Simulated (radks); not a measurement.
Q: K3+, 16 electrons, occupied as [He] 2s2 2p4 3s2 3p4 4p2 (not the ground configuration). All-electron calculation, Dirac Kohn-Sham, LDA (Slater exchange, Perdew-Wang correlation), spin-unpolarised, spherical densities, point nucleus; open shells fill j = l - 1/2 first. Program: a radial shooting solver on a logarithmic mesh with Libxc functionals.

Spin-orbit splittings of the eigenvalues, e(l+1/2) - e(l-1/2), with zeta = 2 splitting/(2l+1) and mean radii in bohr:

| shell | occ. | splitting (eV) | zeta (eV) | <r> j=l-1/2 | <r> j=l+1/2 |
|---|---|---|---|---|---|
| 2p | 4 | 3.229 | 2.152 | 0.3307 | 0.3329 |
| 3p | 4 | 0.4809 | 0.3206 | 1.104 | 1.109 |
| 3d | 0 | ? | ? | 1.133 | 1.135 |
| 4p | 2 | 0.09238 | 0.06159 | 2.797 | 2.806 |

Estimate the 3d splitting.

A: 0.06465 eV (zeta = 0.02586 eV).
